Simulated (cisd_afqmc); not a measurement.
Species: SbH3, charge 0, singlet. SbH3 (SMILES [SbH3]).
B3LYP-D3(BJ)/def2-TZVP minimum from Ansatz:
```
Sb
H 1 1.7138
H 1 1.7138 2 91.40
H 1 1.7138 2 91.40 3 91.44
```
Charge 0, spin multiplicity 1.

Phaseless AFQMC (cisd_afqmc on Ansatz's integrals) in def2-TZVPP, frozen core: how the trial state and the time step act. The spread is the standard deviation of the local energy over walkers; bars are one sigma, widened where a walk drifts.

```csv
trial,step (1/Eh),walkers x blocks averaged,spread (Eh),energy (Eh)
CISD,0.005,31800,0.013,-241.1544 ± 0.0002
CISD,0.0025,29700,0.013,-241.1541 ± 0.0002
HF,0.005,439100,0.092,-241.1555 ± 0.0004
```

At a given step the bar falls as the inverse root of the samples and grows with the spread.

CCSDT(Q) in the same basis (Ansatz) gives -241.1544 Eh.
